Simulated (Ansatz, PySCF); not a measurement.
Process, species as SMILES: [PbH4] (PbH4) → [PbH3-] + H+
Geometries: B3LYP-D3(BJ)/def2-TZVP minima from Ansatz (an electronic-structure program).
Geometry of the first species:
SMILES: [PbH4]
```xyz
5

Pb     0.0000     0.0000     0.0000
H      1.0223     1.0297     0.9962
H      1.0100    -1.0286    -1.0098
H     -1.0236     1.0025    -1.0223
H     -1.0087    -1.0036     1.0359
```

Quantity: gas-phase deprotonation energy (electronic energy difference), in kcal/mol. Correlated levels leave the core frozen unless marked. Spin-orbit coupling is left out. Frozen are the shells of the preceding noble gas and the d and f shells that filled before the atom's block. In def2 rows, elements after Kr have scalar-relativistic effective core potentials. Anions need diffuse functions: def2-D sets add few; the other sets have none. 

```json
[
 {"level": "HF/def2-TZVPPD", "program": "Ansatz", "gas-phase deprotonation energy (kcal/mol)": "336.1"},
 {"level": "HF/def2-QZVPPD", "program": "Ansatz", "gas-phase deprotonation energy (kcal/mol)": "336.2"},
 {"level": "HF-D3(BJ)/def2-TZVPD", "program": "PySCF + dftd3", "gas-phase deprotonation energy (kcal/mol)": "338.8"},
 {"level": "PBE-D4/def2-TZVPD", "program": "Ansatz + dftd4", "gas-phase deprotonation energy (kcal/mol)": "329.2"},
 {"level": "BHLYP/def2-TZVPD", "program": "Ansatz", "gas-phase deprotonation energy (kcal/mol)": "333.5"},
 {"level": "HSE06-D4/def2-TZVPD", "program": "Ansatz + dftd4", "gas-phase deprotonation energy (kcal/mol)": "332.4"},
 {"level": "B2GP-PLYP/def2-TZVPD", "program": "Ansatz", "gas-phase deprotonation energy (kcal/mol)": "333.0"},
 {"level": "MP2/def2-SVP", "program": "Ansatz", "gas-phase deprotonation energy (kcal/mol)": "338.5"},
 {"level": "SCS-MP2/def2-SVP", "program": "Ansatz", "gas-phase deprotonation energy (kcal/mol)": "340.0"}
]
```
